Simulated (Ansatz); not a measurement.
Geometry optimisation, RKS B3LYP/def2-SVP (Ansatz 0.2.0).

Input:

```yaml
crystal:
  periodic: [false, false, false]
  atoms:
    - { symbol: Ga, position_ang: [0.0, 0.0, 0.0] }
    - { symbol: Cl, position_ang: [1.5475, 0.0, 1.8865] }
    - { symbol: H, position_ang: [1.7697, 0.0, 0.0287] }
    - { symbol: C, position_ang: [-1.7147, 0.0, -0.99] }
    - { symbol: H, position_ang: [-2.2748, -0.9305, -0.7608] }
    - { symbol: H, position_ang: [-2.3188, 0.8797, -0.6846] }
    - { symbol: H, position_ang: [-1.513, 0.0508, -2.0803] }
basis:
  gaussian: { orbitals: def2-SVP }
hamiltonian:
  xc: b3lyp
relax:
  f_tol: 0.15
  max_steps: 25
  restrain:
    - { distance: [1, 2], at: 1.37, k: 30.0 }
    - { distance: [0, 1], at: 3.44, k: 30.0 }
    - { distance: [0, 2], at: 2.77, k: 30.0 }
output:
  orbitals: {}
```

Launched with:

```bash
$ ansatz run input.yaml --threads 2 --pin off --max-ram 3072MiB --backend cpu --events-out ev --progress --plain --runs-dir out
```

Question: Where does it end, and by what steps?

Answer: The run converged. The restraints hold the end off the free minimum; the threshold counts their pulls, which the force column leaves out. Restrained pairs: Cl2–H3 (1.87 → 1.34 Å), Ga1–Cl2 (2.44 → 3.44 Å), Ga1–H3 (1.77 → 2.77 Å). After 15 steps the energy has fallen by 1.051 eV (the restraints' own energy left out); Ga1 moved furthest, 1.26 Å.

```json
{"step": "0", "energy less start (eV)": "0.0000", "largest force component (eV/Å)": "3.389", "accepted": "yes"}
{"step": "1", "energy less start (eV)": "1.0387", "largest force component (eV/Å)": "6.111", "accepted": "yes"}
{"step": "2", "energy less start (eV)": "1.9397", "largest force component (eV/Å)": "9.276", "accepted": "yes"}
{"step": "3", "energy less start (eV)": "1.5164", "largest force component (eV/Å)": "9.489", "accepted": "yes"}
{"step": "4", "energy less start (eV)": "0.2671", "largest force component (eV/Å)": "5.219", "accepted": "yes"}
{"step": "5", "energy less start (eV)": "-0.6433", "largest force component (eV/Å)": "1.569", "accepted": "yes"}
{"step": "6", "energy less start (eV)": "-0.9273", "largest force component (eV/Å)": "1.100", "accepted": "yes"}
{"step": "7", "energy less start (eV)": "-0.9839", "largest force component (eV/Å)": "0.956", "accepted": "yes"}
{"step": "8", "energy less start (eV)": "-1.0125", "largest force component (eV/Å)": "0.905", "accepted": "yes"}
{"step": "9", "energy less start (eV)": "-1.0283", "largest force component (eV/Å)": "0.859", "accepted": "yes"}
{"step": "10", "energy less start (eV)": "-1.0356", "largest force component (eV/Å)": "0.867", "accepted": "yes"}
{"step": "11", "energy less start (eV)": "-1.0371", "largest force component (eV/Å)": "1.023", "accepted": "no"}
{"step": "12", "energy less start (eV)": "-1.0424", "largest force component (eV/Å)": "0.869", "accepted": "yes"}
{"step": "13", "energy less start (eV)": "-1.0490", "largest force component (eV/Å)": "0.856", "accepted": "yes"}
{"step": "14", "energy less start (eV)": "-1.0484", "largest force component (eV/Å)": "0.913", "accepted": "no"}
{"step": "15", "energy less start (eV)": "-1.0509", "largest force component (eV/Å)": "0.854", "accepted": "yes"}
```

```xyz
7
Properties=species:S:1:pos:R:3
Ga 0.247 -0.004 -1.236
Cl 1.492 0.002 1.973
H 2.127 -0.002 0.797
C -1.794 0.001 -1.057
H -2.157 -0.916 -0.556
H -2.148 0.867 -0.468
H -2.272 0.052 -2.054
```

Time of the run: 30 s on 2 threads of Arm Neoverse V1 (shared host), peak memory 0.17 GiB.
